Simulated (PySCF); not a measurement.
**Telling isomers of C$_{7}$H$_{12}$ apart by NMR**

Level of theory: structure optimised with GFN2-xTB, shieldings: GIAO PBE0/pcSseg-1, in PySCF (one conformer, non-relativistic Hamiltonian, no solvent model, rapidly exchanging positions averaged).

Chemical shifts δ = σref − σ; TMS for $^{1}$H and $^{13}$C, all at this level. Where no couplings were computed, multiplicities follow the n + 1 count of equivalent neighbours, and m marks all less simple cases (inequivalent or close neighbours, rings, F or P nearby). Shifts are as computed. Against solution values, carbons near 30 ppm lie about +3 ppm off and those near 130 ppm about +5 ppm. Of 1211 compounds with measured shifts, 218 miss one by over three times the rms of a fit or turn the order of signals round; such compounds aren't used in these exercises.

(1) Tabulate the signals of `C1C[C@H]2CC[C@@H]1C2`, `C=C[C@H](C)C1CC1`, `C=C(/C=C/C)CC`, `C=CCC1(C)CC1` and their relative energies.

(2) What is the quickest way to tell C=C(/C=C/C)CC from C=CCC1(C)CC1?

(3) What is the quickest way to tell C1C[C@H]2CC[C@@H]1C2 from C=CCC1(C)CC1?

(4) What is the quickest way to tell C1C[C@H]2CC[C@@H]1C2 from C=C[C@H](C)C1CC1?

Answers

(1) 
| SMILES | carbon types | δC | δH | E rel. (kcal/mol) |
| --- | --- | --- | --- | --- |
| C1C[C@H]2CC[C@@H]1C2 | 2×CH 5×CH2 | 39.8, 39.8, 32.5 | 2.10 (m, 2H), 1.60 (m, 4H), 1.16 (m, 4H), 1.08 (m, 2H) | 0.0 |
| C=C[C@H](C)C1CC1 | 3×CH 3×CH2 1×CH3 | 154.3, 118.4, 51.4, 23.7, 20.9, 6.9, 6.3 | 6.12 (m, 1H), 5.20 (m, 1H), 5.15 (m, 1H), 1.19 (d, 3H), 0.85 (m, 1H), 0.54 (m, 1H), 0.44 (m, 1H), 0.41 (m, 1H), 0.10 (m, 1H), 0.09 (m, 1H) | 36.5 |
| C=C(/C=C/C)CC | 1×C 2×CH 2×CH2 2×CH3 | 157.0, 139.2, 133.2, 120.9, 30.9, 22.9, 18.6 | 6.30 (d, 1H), 5.95 (m, 1H), 5.19 (m, 1H), 5.09 (m, 1H), 2.30 (q, 2H), 2.00 (d, 3H), 1.13 (t, 3H) | 26.4 |
| C=CCC1(C)CC1 | 1×C 1×CH 4×CH2 1×CH3 | 148.0, 122.2, 49.7, 24.5, 17.5, 14.4 | 6.21 (m, 1H), 5.45 (m, 1H), 5.36 (m, 1H), 2.00 (d, 2H), 1.07 (s, 3H), 0.32 (m, 2H), 0.29 (m, 2H) | 34.8 |

Energies are electronic energies at PBE0/pcSseg-1 on these geometries, without zero-point or thermal terms, each for the one conformer computed, which needn't be the lowest.

(2) Count the carbon signals: 7 against 6. The first has a fully substituted alkene carbon (C) at 157.0 ppm, the second a three-membered-ring carbon (C) at 17.5 ppm. Their most deshielded carbons lie at 157.0 and 148.0 ppm.

(3) Count the carbon signals: 3 against 6. The first has an sp3 CH in a ring at 39.8 ppm, the second an alkene CH at 148.0 ppm. Their most deshielded carbons lie at 39.8 and 148.0 ppm. In the proton spectra the most deshielded non-exchanging signals are 2.10 (m, 2H) and 6.21 (m, 1H).

(4) Count the carbon signals: 3 against 7. The first has an sp3 CH2 in a ring at 39.8 ppm, the second an alkene CH at 154.3 ppm. In the proton spectra the most deshielded non-exchanging signals are 2.10 (m, 2H) and 6.12 (m, 1H).
